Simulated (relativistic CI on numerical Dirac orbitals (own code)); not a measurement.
**Level scheme of Cs XXVIII**

Computed by Dirac-Coulomb-Breit CI, separate exchange-only KLI orbitals for each configuration, a model potential for QED, unscaled Slater integrals (own radial code, finite nucleus).

CI space (outside the closed core [Ne]): 3s2 3p6 3d10, 3s2 3p6 3d9 4s, 3s2 3p6 3d9 4p, 3s2 3p6 3d9 4d, 3s2 3p6 3d9 4f, 3s2 3p5 3d10 4s, 3s2 3p6 3d8 4s2, 3s2 3p5 3d10 4p, 3s2 3p6 3d8 4s 4p, 3s2 3p6 3d9 5s, 3s2 3p6 3d8 4p2, 3s2 3p6 3d9 5p, 3s2 3p5 3d10 4d, 3s2 3p6 3d8 4s 4d, 3s 3p6 3d10 4s, 3s2 3p6 3d9 5d, 3s2 3p6 3d8 4p 4d, 3s2 3p5 3d9 4s2, 3s 3p6 3d10 4p, 3s2 3p6 3d9 5f, 3s2 3p5 3d10 4f, 3s2 3p6 3d9 5g, 3s2 3p6 3d8 4d2, 3s2 3p5 3d9 4s 4p, 3s2 3p6 3d9 6s, 3s2 3p6 3d9 6p, 3s 3p6 3d10 4d, 3s2 3p5 3d9 4p2, 3s2 3p6 3d9 6d, 3s2 3p5 3d9 4s 4d, 3s 3p6 3d9 4s2, 3s2 3p5 3d10 5s, 3s2 3p5 3d9 4p 4d, 3s2 3p5 3d10 5p, 3s 3p6 3d9 4s 4p, 3s 3p6 3d10 4f. Levels of other configurations are missing.

```csv
No.,Configuration,Term,J,E (10³ cm⁻¹),%,Next component (%),jj configuration (%)
1,3s2 3p6 3d10,1S,0,0.0,100,,closed (100)
2,3s2 3p6 3d9 4s,3D,3,5081.4,100,,3d5/2^5 4s (100)
3,3s2 3p6 3d9 4s,1D,2,5090.6,53,47 3D,3d5/2^5 4s (99)
4,3s2 3p6 3d9 4s,3D,1,5201.2,100,,3d3/2^3 3d5/2^6 4s (100)
5,3s2 3p6 3d9 4s,3D,2,5208.0,53,47 1D,3d3/2^3 3d5/2^6 4s (99)
6,3s2 3p6 3d9 4p,3P°,2,5523.0,61,27 3D°,3d5/2^5 4p1/2 (98)
7,3s2 3p6 3d9 4p,3F°,3,5531.3,48,34 1F°,3d5/2^5 4p1/2 (100)
8,3s2 3p6 3d9 4p,3F°,2,5644.7,82,9 1D°,3d3/2^3 3d5/2^6 4p1/2 (97)
9,3s2 3p6 3d9 4p,3D°,1,5658.3,46,40 3P°,3d3/2^3 3d5/2^6 4p1/2 (90)
10,3s2 3p6 3d9 4p,3F°,4,5690.9,100,,3d5/2^5 4p3/2 (100)
11,3s2 3p6 3d9 4p,1D°,2,5703.6,58,29 3P°,3d5/2^5 4p3/2 (96)
12,3s2 3p6 3d9 4p,1P°,1,5708.1,75,25 3P°,3d5/2^5 4p3/2 (89)
13,3s2 3p6 3d9 4p,3D°,3,5717.1,73,26 1F°,3d5/2^5 4p3/2 (100)
14,3s2 3p6 3d9 4p,3P°,0,5792.1,100,,3d3/2^3 3d5/2^6 4p3/2 (100)
15,3s2 3p6 3d9 4p,3F°,3,5818.5,51,41 1F°,3d3/2^3 3d5/2^6 4p3/2 (100)
16,3s2 3p6 3d9 4p,3D°,1,5819.7,54,35 3P°,3d3/2^3 3d5/2^6 4p3/2 (96)
17,3s2 3p6 3d9 4p,3D°,2,5832.9,56,24 1D°,3d3/2^3 3d5/2^6 4p3/2 (99)
18,3s2 3p6 3d9 4d,3S,1,6378.2,67,30 3P,3d5/2^5 4d3/2 (82)
19,3s2 3p6 3d9 4d,3G,4,6409.5,54,41 1G,3d5/2^5 4d3/2 (99)
20,3s2 3p6 3d9 4d,3D,2,6414.7,47,43 3P,3d5/2^5 4d3/2 (93)
21,3s2 3p6 3d9 4d,3F,3,6426.6,44,33 3D,3d5/2^5 4d3/2 (96)
22,3s2 3p6 3d9 4d,1P,1,6431.9,55,24 3D,3d5/2^5 4d5/2 (83)
23,3s2 3p6 3d9 4d,3G,5,6436.9,100,,3d5/2^5 4d5/2 (100)
24,3s2 3p6 3d9 4d,3D,3,6455.7,51,39 1F,3d5/2^5 4d5/2 (96)
25,3s2 3p6 3d9 4d,1D,2,6461.3,45,34 3P,3d5/2^5 4d5/2 (92)
26,3s2 3p6 3d9 4d,3F,4,6464.8,81,18 1G,3d5/2^5 4d5/2 (99)
27,3s2 3p6 3d9 4d,3P,0,6485.4,98,2 1S,3d5/2^5 4d5/2 (54)
28,3s2 3p6 3d9 4d,1P,1,6523.3,45,34 3D,3d3/2^3 3d5/2^6 4d3/2 (87)
29,3s2 3p6 3d9 4d,3G,3,6527.5,80,18 1F,3d3/2^3 3d5/2^6 4d3/2 (97)
30,3s2 3p6 3d9 4d,3P,1,6551.6,49,39 3D,3d3/2^3 3d5/2^6 4d5/2 (87)
```

Energies count from the lowest computed level; ° marks odd parity. Filled j subshells are mostly left out of the jj labels.

The mean weight of the leading LS term, summed over parents, in these 30 levels is 68 %, and that of the leading jj configuration (from the same eigenvectors) 94 %, so jj coupling describes them better and the LS labels are nominal.

At this charge energies of transitions that change n are usually good to better than 1 %, and those within a shell (Δn = 0) to a few per cent.

LS names give the leading component of a level, which can be under half, so a name can repeat, a term be missing and a line seem to break the LS rules.
